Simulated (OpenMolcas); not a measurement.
**Li I: input and output**

Input:

```
&GATEWAY
Coord
1

Li 0.0 0.0 0.0
Basis=ANO-RCC-VDZ
Group=XYZ
NoMove
AngMom=0.0 0.0 0.0
AMFI
&SEWARD
Relativistic=R04O02
&RASSCF
FileOrb=start.orb
Symmetry=1
Spin=2
nActEl=1 0 0
Inactive=1 0
Ras2=1 3
CIRoot=1 1 1
SDav=1
CIMx=300
Iter=120 100
PrWF=0.3
OrbListing=Nothing
MaxOrb=0
Atom
>>> COPY $Project.JobIph JOB001
&RASSCF
FileOrb=start.orb
Symmetry=2
Spin=2
nActEl=1 0 0
Inactive=1 0
Ras2=1 3
CIRoot=3 3 1
SDav=3
CIMx=300
Iter=120 100
PrWF=0.3
OrbListing=Nothing
MaxOrb=0
Atom
>>> COPY $Project.JobIph JOB002
&RASSI
NrOfJobIphs=2 1 3
1
1 2 3
IphNames
JOB001
JOB002
EJob
SpinOrbit
DIPRint=1.0
SOCoupling=1000.0
Subsets=2
MEES
Property=10
'ANGMOM' 1 'ANGMOM' 2 'ANGMOM' 3 'MLTPL  1' 1 'MLTPL  1' 2 'MLTPL  1' 3
'AMFI' 1 'AMFI' 2 'AMFI' 3 'MLTPL  2' 6
SOProperty=3
'ANGMOM' 1 'ANGMOM' 2 'ANGMOM' 3
```

Launched by
```bash
OMP_NUM_THREADS=1 MOLCAS_MEM=2252 MOLCAS_PROJECT=a pymolcas a.inp > a.log  # once for each step of the input, in one work folder
```

A driver script runs the steps one by one and writes start.orb anew before each from the orbitals found so far.

Output, cut to the results:

```
--- SEWARD ---
Basis set label: LI.ANO-RCC...3S2P.

      Electronic valence basis set:
      ------------------
      Associated Effective Charge   3.000000 au
      Associated Actual Charge      3.000000 au
      Nuclear Model: Point charge

      Shell  nPrim  nBasis  Cartesian Spherical Contaminant
         s      14       3        X
         p       9       2        X
Relativistic=R04O02
                  Relativistic Douglas-Kroll-Hess integrals:
                    - DKH order of Hamiltonian: 4
                    - DKH order of Properties : 2
--- RASSCF ---
Wave function specifications:
      -----------------------------

      Number of closed shell electrons           2
      Number of electrons in active shells       1
      Max number of holes in RAS1 space          0
      Max nr of electrons in RAS3 space          0
      Number of inactive orbitals                1
      Number of active orbitals                  4
      Number of secondary orbitals               4
      Spin quantum number                      0.5
      State symmetry                             1
Orbital specifications:
      -----------------------

      Symmetry species                           1   2
                                                ag  au
      Frozen orbitals                            0   0
      Inactive orbitals                          1   0
      Active orbitals                            1   3
      RAS1 orbitals                              0   0
      RAS2 orbitals                              1   3
      RAS3 orbitals                              0   0
      Secondary orbitals                         1   3
      Deleted orbitals                           0   0
      Number of basis functions                  3   6
      Number of CSFs                             1
      Number of root(s) required                 1
      Iter CI   SX   CI       RASSCF       Energy    max ROT     max BLB   max BLB  Level Ln srch  Step   QN
          iter iter root      energy       change     param      element    value   shift minimum  type update
 Nr of preliminary CI iterations:   1
 ###############################################################################
 ###############################################################################
 ###                                                                         ###
 ###                                                                         ###
 ###    WARNING: Problems in orbital optimization.                           ###
 ###                                                                         ###
 ###                                                                         ###
 ###############################################################################
 ###############################################################################
  Warning: In symmetry  2, orbital p=   1 has diagonal density matrix element D(p,p) close to zero. D(p,p)=  0.000000E+00
  Warning: In symmetry  2, orbital p=   2 has diagonal density matrix element D(p,p) close to zero. D(p,p)=  0.000000E+00
        ...
  Warning: In symmetry  2, orbital p=   1 has diagonal density matrix element D(p,p) close to zero. D(p,p)=  0.000000E+00
  Warning: In symmetry  2, orbital p=   2 has diagonal density matrix element D(p,p) close to zero. D(p,p)=  0.000000E+00
  Warning: In symmetry  2, orbital p=   3 has diagonal density matrix element D(p,p) close to zero. D(p,p)=  0.000000E+00
        4   1    1    1    -7.43335791    5.33E-15   0.00E+00    2   3 1  4.06E-08   0.50   0.00    SX    NO
      Convergence after  4 iterations
        5   1    1    1    -7.43335791    7.99E-15   0.00E+00    2   3 1  4.06E-08   0.50   0.00    SX    NO
      Natural orbitals and occupation numbers for root  1
      sym 1:   1.000000
      sym 2:   0.000000   0.000000   0.000000
::    RASSCF root number  1 Total energy:     -7.43335791
--- RASSCF ---
Wave function specifications:
      -----------------------------

      Number of closed shell electrons           2
      Number of electrons in active shells       1
      Max number of holes in RAS1 space          0
      Max nr of electrons in RAS3 space          0
      Number of inactive orbitals                1
      Number of active orbitals                  4
      Number of secondary orbitals               4
      Spin quantum number                      0.5
      State symmetry                             2
Orbital specifications:
...
--- RASSI ---
SPIN-FREE ENERGIES:
  (Shifted by EMIN (a.u.) =         -7.4333579114)

 SF State       Relative EMIN(au)   Rel lowest level(eV)    D:o, cm**(-1)      L_eff

     1             0.0000000000        0.0000000000              0.0000         0.0
     2             0.0678801132        1.8471119777          14897.9628         1.0
     3             0.0678801132        1.8471119777          14897.9628         1.0
     4             0.0678801132        1.8471119777          14897.9628         1.0
     Dipole printing threshold changed to   1.00000000E+00

++ Dipole transition strengths (spin-free states):
   -----------------------------------------------
     for osc. strength at least  1.00000000E+00

  ( Max oscillator strength is only   0.24934256337622035      )
--
Eigenvalues of complex Hamiltonian:
   -----------------------------------
  (Shifted by EMIN (a.u.) =         -7.4333579114)

 SO State       Relative EMIN(au)   Rel lowest level(eV)    D:o, cm**(-1)     J-value

     1             0.0000000000        0.0000000000              0.0000         0.4
     2             0.0000000000        0.0000000000              0.0000         0.4
     3             0.0678796978        1.8471006741          14897.8716         0.4
     4             0.0678796978        1.8471006741          14897.8716         0.4
     5             0.0678803209        1.8471176295          14898.0084         1.0
     6             0.0678803209        1.8471176295          14898.0084         1.3
     7             0.0678803209        1.8471176295          14898.0084         1.0
     8             0.0678803209        1.8471176295          14898.0084         1.3
Weights of the five most important spin-orbit-free states for each spin-orbit state.

 SO State  Total energy (au)           Spin-free states, spin, and weights
 -------------------------------------------------------------------------------------------------------
...
```

The J values that RASSI prints are effective ones from its own formula and need not be integers or half-integers; the table below assigns J from the states.

Levels above the lowest, from the spin-orbit matrix, grouped by J:

```tsv
Configuration	Term	J	E (cm⁻¹)	Measured (cm⁻¹)	g	Term weight %
2s	²S	1/2	0.0	0.0	2.002	100
2p	²P°	1/2	14898	14904	0.666	100
2p	²P°	3/2	14898	14904	1.334	100
```

Against the 2 measured excited levels shown (NIST Handbook of Basic Atomic Spectroscopic Data) the mean absolute deviation is 5.8 cm-1; the largest miss in energy is 2p ²P°_3/2: computed 14898, measured 14904 cm⁻¹ (0 %).

ANO sets are built for ground and valence states and can reach diffuse excited orbitals poorly. With one active electron the reference holds no correlation, so core polarisation is missing. Measured partners are found by configuration, term and J. A level has none where our copy of the source lacks it or the pairing is in doubt (some pairs that miss far off the trend of their configuration count as doubtful), and it then counts in no deviation. Only configurations of the active space appear.

The RASSCF and RASSI steps took 8.7 s on 1 thread of AMD EPYC 7R43 64-Core Processor (Zen 3) (shared host); the integral step is not counted.

The term weight is that of the spin-free term in the level, not the purity of its configuration. ° marks odd parity.
